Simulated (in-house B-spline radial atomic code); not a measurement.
**Ionising Pm with different functionals**

Computed with a B-spline radial code for spherical atoms: scalar-relativistic (spin-free X2C) Hamiltonian, Fermi nucleus of rms radius 4.962 fm, spin-polarised at highest spin, spherical fractional occupations for the functionals, and exact exchange of hybrids averaged over the configuration. The ionisation energy is the difference of two self-consistent energies, [Xe] 4f5 6s2 → [Xe] 4f5 6s1, without Breit or QED terms; ε is the level of the shell that loses the electron (its least bound occupied spin orbital). There is no spin-orbit coupling in this Hamiltonian.

| method | rung | ΔSCF (eV) | -ε(6s) (eV) |
| --- | --- | --- | --- |
| PBE0 | global hybrid | 5.41 | 3.90 |
| B3LYP | global hybrid | 5.60 | 3.81 |
| TPSSh | global hybrid | 5.36 | 3.58 |
| BHandHLYP | global hybrid | 5.39 | 4.27 |
| r2SCAN0 | global hybrid | ? | ? |
| B97-1 | global hybrid | 5.67 | 3.76 |
| HSE06 | range-separated hybrid | 5.42 | 3.58 |
| wB97X | range-separated hybrid | 5.73 | 5.44 |
| CAM-B3LYP | range-separated hybrid | 5.52 | 4.68 |
| LC-wPBE | range-separated hybrid | ? | ? |

Q: What does r2SCAN0 give?

A: ΔSCF 5.22 eV, and -ε(6s) = 3.89 eV.

Q: What does LC-wPBE give?

A: ΔSCF 5.22 eV, and -ε(6s) = 5.39 eV.

Q: Among the functionals, which spreads more, the ΔSCF values or the orbital energies?

A: The orbital energies: ΔSCF values span about 0.52 eV and the orbital energies 1.86 eV.

Q: How do they compare with the NIST value?

A: NIST lists 5.582 eV (measured, ground level to ground level). Errors run from -0.36 to +0.15 eV; B3LYP is closest (+0.02 eV), but part of that can be cancellation, since the calculations leave out spin-orbit coupling, Breit-QED terms, multiplet and fine-structure energies.
